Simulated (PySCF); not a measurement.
Trend along group 14: MMg anions

CCSD(T) with double-zeta basis sets in PySCF, for the lowest determinant that a PBE0 search found; no spin–orbit coupling. De refers to high-spin ground-configuration atoms (the charge goes to the atom of lower measured ionisation energy or higher electron affinity, which is not always the lowest computed limit).

```csv
M,basis,"reference, frozen orbitals",charged atom,state (unpaired electrons),Re (Å),ωe (cm⁻¹),De (eV)
C,def2-SVPD,"UHF, 2",C−,"quartet (σ ↑, π ↑↑)",2.234,416,n/a
Si,aug-pcseg-1,"UHF, 6",Si−,"quartet (σ ↑, π ↑↑)",2.842,188,0.61
Pb,def2-SVPD,"ROHF, 5",Pb−,"quartet (σ ↑, π ↑↑)",3.044,151,0.87
```

The shortest bond is that of MgC⁻ (2.234 Å), the longest that of MgPb⁻ (3.044 Å).

The rows differ in basis set, which adds steps of its own.

Down a group the atoms grow and get heavier, so bonds lengthen and wavenumbers fall; this series shows no clear exception.

Correlated steps freeze the inner cores (2 to 6 orbitals); shallow outer-core shells are correlated. UHF and ROHF references stand side by side, which adds small steps between rows. Correlated levels converge slowly with the basis: in double zeta they bind strong bonds too weakly, by up to about 1 eV, and carry superposition errors of some tenths. These are scalar-relativistic numbers at best; spin–orbit coupling would shift them, the dissociation energy most. For an ion De counts to the pair picked by the measured ionisation energies or electron affinities, which need not be the lowest pair at this level. States were picked by a PBE0 search and need not be the measured ground states.
